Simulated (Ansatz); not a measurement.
Ideal-gas functions of CuH₃O₂, SMILES `[OH][Cu-][OH2+]` at 400 K and 1 bar, from an Ansatz frequency run at PBE0-D4/def2-TZVP.

Molar mass 98.57 g/mol, point group Cs (symmetry number 1), electronic degeneracy 1, moments of inertia 2.255, 126.794, 126.96 u Å². Harmonic wavenumbers (cm⁻¹, unscaled): 89, 152, 154, 377, 427, 587, 650, 764, 1621, 3816, 3880, 3909.

Use S(trans) = R[1.5 ln M + 2.5 ln T − 1.1517]; rotational temperatures θ = 24.2544 K / I; S(rot) = R[ln(√π/σ · √(T³/θAθBθC)) + 1.5]; for each mode x = 1.438777 ν̃/T, S = R[x/(eˣ − 1) − ln(1 − e⁻ˣ)] and H = RT x/(eˣ − 1); 1 cm⁻¹ = 0.0119627 kJ/mol; R = 8.31446 J/(mol·K).

**Question.** By hand: the entropy, in J/(mol·K).

**Answer.** Translation 172.2. Rotation: θ = 10.7558, 0.1913, 0.191 K, giving 95.8. Vibration, mode by mode: 17.82, 13.44, 13.33, 6.39, 5.52, 3.49, 2.92, 2.11, 0.17, 0.00, 0.00, 0.00, in all 65.2. Electronic 0.0. Sum 333.2 J/(mol·K).

**Question.** By hand: H − E and G − E in kJ/mol, counted from the electronic energy.

**Answer.** Zero-point energy ½ × 16426 × 0.0119627 = 98.2; thermal vibration 13.3; translation, rotation and pV give 4 RT = 13.3. H − E = 124.8 kJ/mol, and G − E = 124.8 − 400 × 333.2/1000 = -8.5 kJ/mol.

Vibration gives 20 % of the entropy, 17.8 J/(mol·K) of it from the mode under 150 cm⁻¹: soft modes count most, and the harmonic formula is weakest for them. The sum counts one conformer and one mirror image; others add a mixing term.
